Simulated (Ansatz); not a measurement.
Reaction (substitution at a C–Se bond): `O=C([SiH3])[SeH]` + `O[SiH2]F` → `O=C([SiH3])O[SiH2]F` + H₂Se

Calculated with Ansatz (gas phase, PBE0-D4/def2-TZVP geometries, no zero-point term in ΔE). CCSD(T)/CBS is the MP2 limit (def2-TZVPP, def2-QZVPP) plus CCSD(T) − MP2 in def2-TZVPP, frozen cores. Functionals use def2-TZVPP. For Se outer-core shells are correlated without core-valence functions, which leaves a few kJ/mol of doubt a bond. Scalar relativity is left out up to krypton. Each species was taken in one conformer, which may not be the lowest.

```csv
level,ΔE (kJ/mol)
ωB97M-V,-23.2
r2SCAN,-9.2
MP2/def2-TZVPP,-10.0
CCSD/def2-TZVPP,-21.2
CCSD(T)/def2-TZVPP,-17.0
HF/def2-QZVPP,-38.9
MP2/def2-QZVPP,-7.3
MP2/CBS(def2),-5.5
```

What does CCSD(T)/CBS give? (Best estimate.)

The calculation gave: -12.4 kJ/mol. The listed levels differ from it by -10.8, 3.2, 2.4, -8.8, -4.6, -26.5, 5.1, 6.9 kJ/mol.

Largest T1 diagnostic among the species: 0.015.

In def2-TZVPP, CCSD(T) changes the Hartree–Fock value by +22.1 kJ/mol (the triples alone add +4.2 kJ/mol) and MP2 by +29.1 kJ/mol. From PBE to PBE0 (25 % exact exchange), in def2-TZVPP and without D4, ΔE moves by −10.5 kJ/mol.
